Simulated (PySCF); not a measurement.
# Two-dimensional NMR puzzle

Compound of formula C7H9OP. Correlations simulated from computed shifts and the bond graph:

HSQC (one-bond C–H):
```tsv
δH	δC
6.73	142.4
6.58	142.4
6.33	141.5
2.28	96.0
1.12	3.3
0.85	2.8
0.77	3.3
0.73	15.1
0.61	2.8
```

COSY cross peaks (H two or three bonds apart, from the bond graph; peaks can be absent where the dihedral angle is near 90°):
```tsv
δH	δH
6.73	6.58
6.73	6.33
6.58	6.33
1.12	0.85
1.12	0.77
1.12	0.73
1.12	0.61
0.85	0.77
0.85	0.73
0.85	0.61
0.77	0.73
0.77	0.61
0.73	0.61
```

HMBC (two and three bonds, from the bond graph):
```tsv
δH	δC
6.73	141.5
6.58	141.5
6.33	142.4, 86.1, 15.1
2.28	86.1
1.12	15.1, 2.8
0.85	15.1, 3.3
0.77	15.1, 2.8
0.73	141.5, 86.1, 3.3, 2.8
0.61	15.1, 3.3
```

Carbons without hydrogens: δ 86.1.

- geometry: GFN2-xTB
- σ from GIAO-PBE0/pcSseg-1
- run in PySCF 2.14
- single conformer, non-relativistic Hamiltonian, gas phase

Chemical shifts δ = σref − σ; 1H (σref 31.72), 13C (σref 186.93) vs TMS, all at this level.

Exchangeable hydrogens are left out of these lists.

Which molecule is this?

## Answers

`C#C[P@@](=O)(C=C)C1CC1`.

Atom-mapped SMILES (the numbers label the heavy atoms): `[CH:1]#[C:2][P@@:3](=[O:4])([CH:5]=[CH2:6])[CH:7]1[CH2:8][CH2:9]1`. Hydrogens are named by the atom that carries them. Ha(C6) is cis to P3; Ha(C8), Ha(C9) are cis to P3 on the ring; Hb(C6) is trans to P3; Hb(C8), Hb(C9) are trans to P3 on the ring.

1. δC 142.4 is C6, a terminal =CH2 carbon (δH 6.73, 6.58).
2. δC 141.5 is C5, an alkene CH (δH 6.33).
3. δC 96.0 is C1, a terminal alkyne carbon (δH 2.28).
4. δC 86.1 is C2, an alkyne carbon.
5. δC 15.1 is C7, a three-membered-ring carbon (δH 0.73).
6. δC 3.3 is C9, a three-membered-ring carbon (δH 1.12, 0.77).
7. δC 2.8 is C8, a three-membered-ring carbon (δH 0.85, 0.61).
8. HMBC from δH 6.33 reaches the proton-free carbon C2.
9. HMBC from δH 2.28 reaches the proton-free carbon C2.
10. HMBC from δH 0.73 reaches the proton-free carbon C2.
11. COSY links 6.73–6.58, 6.73–6.33, 6.58–6.33, 1.12–0.85, 1.12–0.77, 1.12–0.73.

The shifts were computed for this structure.

Shifts are as computed. Against solution values, carbons near 30 ppm lie about +3 ppm off and those near 130 ppm about +5 ppm. Of 1211 compounds with measured shifts, 218 miss one by over three times the rms of a fit or turn the order of signals round; such compounds aren't used in these exercises.
